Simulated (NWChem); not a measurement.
System: MoO₂F₂; SMILES [F][Mo]([F])(=[O])=[O]

All runs: NWChem. Geometry: optimised at PBE0/def2-SVP. def2 effective core potentials on Mo; no spin-orbit coupling. Ions are spin-unrestricted doublets at the neutral geometry; other ion states weren't tried. Functional: LC-ωPBE (HJS hole) with def2-SVP; rows give the range parameter ω in 1/bohr.

| range parameter (1/bohr) | −ε(HOMO) (eV) |
|---|---|
| 0.05 | 9.07 |
| 0.20 | 11.07 |
| 0.25 | 11.60 |
| 0.30 | 12.07 |
| 0.60 | 14.00 |
